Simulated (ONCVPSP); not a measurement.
**Before and after: ONCV potential for Ni**

| Quantity | Value |
| --- | --- |
| Element | Ni (Z = 28) |
| Generator | ONCVPSP 4.0.1 |
| Type | optimised norm-conserving Vanderbilt (ONCV) |
| Functional | PBE |
| Relativity | scalar-relativistic |
| Frozen core | [Ne] |
| Valence charge | 18 |
| Reference configuration | 3s2 3p6 3d8 4s1.75 (charge +0.25) |
| Partial waves | 3s+4s: rc 1.35 bohr, ncon 3, nbas 8, qcut 10.4 1/bohr, 3 projectors, debl 0.7 Ha; 3p: rc 1.20 bohr, ncon 5, nbas 9, qcut 11.6 1/bohr, 2 projectors, debl 0.3 Ha; 3d: rc 1.50 bohr, ncon 4, nbas 8, qcut 12.6 1/bohr, 2 projectors, debl 2.2 Ha |
| Local potential | polynomial inside 1.20 bohr (lpopt 5, dvloc0 -1 Ha) |
| Core correction | none |

In the p channel the program set the typed energies aside and used -2.701, 0.250 Ha.

All-electron outer shells of the reference configuration (PBE, scalar-relativistic, ld1.x):

| shell | level (eV) | outermost node (bohr) | outermost maximum (bohr) |
| --- | --- | --- | --- |
| 2p | -846.77 | – | 0.16 |
| 3s | -113.18 | 0.30 | 0.64 |
| 3p | -73.51 | 0.27 | 0.65 |
| 3d | -10.98 | – | 0.63 |
| 4s | -7.42 | 0.92 | 2.21 |

Change: s: qcut 8; p: qcut 8.9; d: qcut 9.6.

Cutoffs: the cutoffs (Ha) at which the residual kinetic energy of the hardest occupied pseudo-wave falls to 1 and 0.1 mHa per electron; they do not see the model core or the augmentation charge, which bear on the density cutoff. Errors are all-electron minus pseudo energies relative to the spin-unpolarised reference configuration.

Predict the effect on cutoff, ghosts and configuration errors.

The potential gets neither clearly harder nor softer (54 Ha and 61 Ha → 40 Ha and 80 Ha); a bound ghost appears in s, which as a rule spoils a file; of the 4 tests that both files solve, the error grows in 3 and shrinks in 0 by more than 15 % and 0.3 meV (median size 2.1 → 3.2 meV).

| quantity | base | changed |
| --- | --- | --- |
| cutoff, loose | 54 Ha | 40 Ha |
| cutoff, tight | 61 Ha | 80 Ha |
| loose cutoff by channel | s 30 Ha, p 42 Ha, d 54 Ha | s 15 Ha, p 37 Ha, d 40 Ha |
| bound ghosts | none | s |
| GHOST(+) flags under 300 eV | none | none |
| largest miss of a reference level, eV | 0.00 | 0.07 |
| error for 3s2 3p6 3d8 4s2, meV [ΔE -1.63 eV] | +0.2 | +0.2 |
| error for 3s2 3p6 3d8 4s1, meV [ΔE 7.69 eV] | +0.2 | +0.6 |
| error for 3s2 3p6 3d8 4s0, meV [ΔE 25.04 eV] | +4.1 | +5.9 |
| error for 3s2 3p6 3d8.5 4s1.5, meV [ΔE -2.81 eV] | +4.6 | +8.7 |
| s: phases at 1.37 bohr within 0.05 rad from the reference energy up to (Ha; the scan ends near 5) | to the end of the scan | to the end of the scan |
| p: phases at 1.22 bohr within 0.05 rad from the reference energy up to (Ha; the scan ends near 5) | to the end of the scan | to the end of the scan |
| d: phases at 1.52 bohr within 0.05 rad from the reference energy up to (Ha; the scan ends near 5) | to the end of the scan | to the end of the scan |

 A true bound ghost makes a file unfit for plane-wave use even where its test errors are small: the radial tests pick states by their node count and pass the ghost by.
